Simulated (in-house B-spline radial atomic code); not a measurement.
Configurations of the platinum ion Pt⁶⁺, with energies counted from [Xe] 4f14 5d4. Level of theory: Dirac-Hartree-Fock, average of configuration, Fermi nucleus of rms radius 5.427 fm; calculated with an all-electron radial atomic-structure program (B-spline basis). Energies include first-order Breit, QED and recoil terms.

Occupations are held fixed; configurations that lie above the ionisation limit could autoionise.

```
                 configuration  E - E(ref) (eV)  highest orbital  its <r> (bohr)
    [Kr] 4d10 4f14 5s2 5p5 5d5           60.084            5d5/2           1.345
             [Xe] 4f14 5d3 8p1           67.321            8p3/2           6.246
             [Xe] 4f14 5d3 8f1           76.055            8f7/2           9.289
[Kr] 4d10 4f14 5s2 5p5 5d4 6g1           132.14            6g7/2           6.123
[Kr] 4d10 4f14 5s2 5p5 5d4 7g1           137.11            7g7/2           8.863
             [Xe] 4f13 5d4 7g1           156.87            7g7/2           8.864
             [Xe] 4f13 5d4 8g1           160.11            8g7/2           12.04
```

(1) Order these further configurations by energy, lowest first.
A. [Xe] 4f14 5d3 6s1
B. [Xe] 4f14 5d3 9p1
C. [Kr] 4d10 4f14 5s2 5p5 5d4 8f1
D. [Xe] 4f14 5d3 7g1
E. [Xe] 4f14 5d3 9g1

(2) How far above the reference does [Xe] 4f14 5d3 6f1 lie?

(3) How far above the reference does [Xe] 4f13 5d5 lie?

(4) How far above the reference does [Kr] 4d10 4f14 5s2 5p5 5d4 5g1 lie?

Results:

(1) A (17.511 eV), B (73.949 eV), D (76.377 eV), E (81.83 eV), C (136.75 eV).

(2) 62.026 eV; its least bound orbital is 6f7/2 with <r> = 4.222 bohr.

(3) 77.837 eV; its least bound orbital is 5d5/2 with <r> = 1.321 bohr.

(4) 123.97 eV; its least bound orbital is 5g7/2 with <r> = 3.825 bohr.
